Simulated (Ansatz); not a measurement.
**A relaxation, step by step**

CH$_{5}$GeN (SMILES C#N.[GeH4]), closed shell, PBE0-D4/def2-TZVP (Ansatz 0.2.0). Settings:

```yaml
hamiltonian: {xc: pbe0, dispersion: d4}
relax: {f_tol: 0.005, max_steps: 200}
```

Start (the SMILES describes the start alone):

| atom | x (Å) | y (Å) | z (Å) |
| --- | --- | --- | --- |
| C1 | -0.2327 | -0.2820 | -2.8129 |
| N2 | -0.0913 | -0.1417 | -1.6639 |
| H3 | -0.3642 | -0.4127 | -3.8844 |
| Ge4 | 0.1364 | 0.1667 | 1.6588 |
| H5 | 0.5978 | 1.4941 | 1.0134 |
| H6 | 0.2334 | 0.3025 | 3.2042 |
| H7 | 1.0528 | -0.9934 | 1.2057 |
| H8 | -1.3323 | -0.1334 | 1.2791 |

```json
{"step": "1", "energy less the last (meV)": "41.4", "largest force component (eV/Å)": "2.492"}
{"step": "2", "energy less the last (meV)": "0.9", "largest force component (eV/Å)": "0.344"}
{"step": "3", "energy less the last (meV)": "0.0", "largest force component (eV/Å)": "0.018"}
{"step": "4", "energy less the last (meV)": "0.0", "largest force component (eV/Å)": "0.001"}
```

Step 2, positions (Å) and forces (eV/Å):

| atom | x | y | z | Fx | Fy | Fz |
| --- | --- | --- | --- | --- | --- | --- |
| C1 | -0.240 | -0.291 | -2.909 | -0.042 | -0.043 | -0.344 |
| N2 | -0.097 | -0.149 | -1.783 | 0.021 | 0.022 | 0.182 |
| H3 | -0.373 | -0.424 | -3.966 | 0.021 | 0.021 | 0.173 |
| Ge4 | 0.142 | 0.172 | 1.720 | 0.000 | 0.003 | 0.011 |
| H5 | 0.597 | 1.488 | 1.077 | -0.005 | -0.020 | 0.006 |
| H6 | 0.237 | 0.308 | 3.253 | -0.002 | -0.004 | -0.034 |
| H7 | 1.050 | -0.979 | 1.267 | -0.014 | 0.018 | 0.004 |
| H8 | -1.315 | -0.124 | 1.340 | 0.020 | 0.002 | 0.002 |

Step 3, positions (Å) and forces (eV/Å):

```
atom       x       y       z      Fx      Fy      Fz
  C1  -0.238  -0.288  -2.877  -0.001  -0.002  -0.018
  N2  -0.099  -0.149  -1.749   0.001   0.001   0.012
  H3  -0.367  -0.418  -3.931   0.001   0.001   0.008
 Ge4   0.140   0.170   1.701  -0.001  -0.001  -0.003
  H5   0.596   1.485   1.058   0.000   0.001   0.000
  H6   0.236   0.306   3.231   0.000   0.001   0.001
  H7   1.047  -0.980   1.248   0.001  -0.001   0.000
  H8  -1.315  -0.126   1.320  -0.001   0.000   0.001
```

Last step (4):

```xyz
8
angstrom
C -0.2378 -0.2879 -2.8738
N -0.1008 -0.1497 -1.7453
H -0.3654 -0.4168 -3.9271
Ge 0.1403 0.1700 1.6981
H 0.5954 1.4850 1.0554
H 0.2359 0.3056 3.2286
H 1.0474 -0.9799 1.2457
H -1.3151 -0.1262 1.3183
```

The run took about 7 s on 4 CPU threads of an Intel Xeon Platinum 8175M (shared host).
